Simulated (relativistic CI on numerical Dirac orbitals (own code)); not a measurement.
**Re⁴⁺ (5d3) in a crystal field**

Calculated by Dirac-Coulomb-Breit CI, KLI orbitals optimised for each configuration, model QED (radiative potential, 1s self-energy scaled to tabulated hydrogen-like ionisation energies), valence Slater integrals scaled by 0.9, one configuration in a parametric crystal field (own radial code). With so little scaling, terms lie 10 to 35 % too far apart, which can change the order of excited levels.

Field parameters in Wybourne normalisation: Oh B⁴₀ = 21Dq, B⁴₄ = √(5/14) B⁴₀. The field is a parameter set, without covalency.

S is read from ⟨S²⟩ = S(S + 1).

Levels (cm⁻¹, degeneracy): 0 (4), 11493 (4), 14367 (4), 15084 (2), 15125 (2), 16397 (4), 18544 (4), 19261 (2), 21031 (2), 23426 (4), 23677 (2), 26151 (4).

(1) Which field gives this pattern?
A. Oh, 10Dq = 15300 cm⁻¹
B. Oh, 10Dq = 8500 cm⁻¹
C. Oh, 10Dq = 35700 cm⁻¹
D. Oh, 10Dq = 28900 cm⁻¹

Answers

(1) A. Oh, 10Dq = 15300 cm⁻¹, ground level with S = 1.46.
